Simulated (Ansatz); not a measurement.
```yaml
crystal:
  periodic: [false, false, false]
  atoms:
    - {symbol: C, position_ang: [-0.765946, -0.226925, -0.570617]}
    - {symbol: S, position_ang: [-0.430690, -1.473871, 0.749398]}
    - {symbol: Ge, position_ang: [0.771938, 0.330457, 0.447896]}
    - {symbol: H, position_ang: [-0.609622, -0.595228, -1.579239]}
    - {symbol: H, position_ang: [-1.694935, 0.318442, -0.440431]}
    - {symbol: H, position_ang: [0.622145, 1.440316, 1.484729]}
    - {symbol: H, position_ang: [2.168310, 0.138708, -0.137436]}
basis:
  gaussian: {orbitals: def2-mTZVP}
magnetization: {spin_polarized: true, initial_magnetization: 4}
hamiltonian: {xc: {name: r2SCAN}, dispersion: rvv10}
output: {forces: true}
```

```sh
$ ansatz run in.yaml --threads 2 --pin off --events-out ev --progress --plain --max-ram 4352MiB
```

Shortened log:

```
Functional definition: r2SCAN+rVV10
  name "r2SCAN+rVV10"
  cite "Furness, Kaplan, Ning, Perdew & Sun, J. Phys. Chem. Lett. 11, 8208 (2020) doi:10.1021/acs.jpclett.0c02405"
  cite "Furness, Kaplan, Ning, Perdew & Sun, J. Phys. Chem. Lett. 11, 9248 (2020) doi:10.1021/acs.jpclett.0c03077"
  cite "Vydrov & Van Voorhis, J. Chem. Phys. 133, 244103 (2010) doi:10.1063/1.3521275"
  cite "Sabatini, Gorni & de Gironcoli, Phys. Rev. B 87, 041108(R) (2013) doi:10.1103/PhysRevB.87.041108"
  cite "Ning et al., Phys. Rev. B 106, 075422 (2022) doi:10.1103/PhysRevB.106.075422"
  parent "r2scan"
  parameter k0 = 0.174
  parameter k1 = 0.065
  parameter a1 = 4.9479
  exchange = r2scan_x(k0 = k0, k1 = k1, a1 = a1)
  correlation = r2scan_c + rvv10(11.95, 0.0093)
929 factors; their error is unknown
mean field evaluation 1: about -68432.0836 eV, gradient 4.5e1 eV
mean field evaluation 2: about -68389.0434 eV, gradient 8.3e1 eV
mean field evaluation 4: about -68441.4331 eV, gradient 9.9e0 eV
mean field evaluation 8: about -68442.0026 eV, gradient 2.3e-1 eV
mean field evaluation 16: about -68441.9685 eV, gradient 1.0e-3 eV
mean field -68441.96852442 eV, -2515.1959516400 hartree, gradient 2.7e-5 eV, S^2 6.011928; 2 other end points of the search recorded, 0 dependent functions left out
the calculation of the forces begins
reference -68441.96853687 eV, -2515.1959520975 hartree; 31, 27 occupied and 58, 62 virtual orbitals, 929 factors
Total energy: -68441.96853687 eV, -2515.1959520975 hartree
Atom 0 at    -0.765946    -0.226925    -0.570617 Å, force    -2.986815     0.482425    -3.233840 eV/Å
Atom 1 at    -0.430690    -1.473871     0.749398 Å, force    -2.274098    -6.796313     3.285521 eV/Å
Atom 2 at     0.771938     0.330457     0.447896 Å, force     5.197177     4.603109     1.260204 eV/Å
Atom 3 at    -0.609622    -0.595228    -1.579239 Å, force     0.369132     0.347906    -0.630131 eV/Å
Atom 4 at    -1.694935     0.318442    -0.440431 Å, force    -0.155900     0.789841    -0.079374 eV/Å
Atom 5 at     0.622145     1.440316     1.484729 Å, force    -0.156046     0.354980    -0.215898 eV/Å
Atom 6 at     2.168310     0.138708    -0.137436 Å, force     0.006550     0.218053    -0.386481 eV/Å
Dipole moment:    -0.281757    -0.072745    -0.210179 e Å
```

Q: Something in this input is off. What?

A: The spin is set far too high for this molecule. The calculation finished and met its thresholds. The result belongs to that input, not to the molecule as meant.
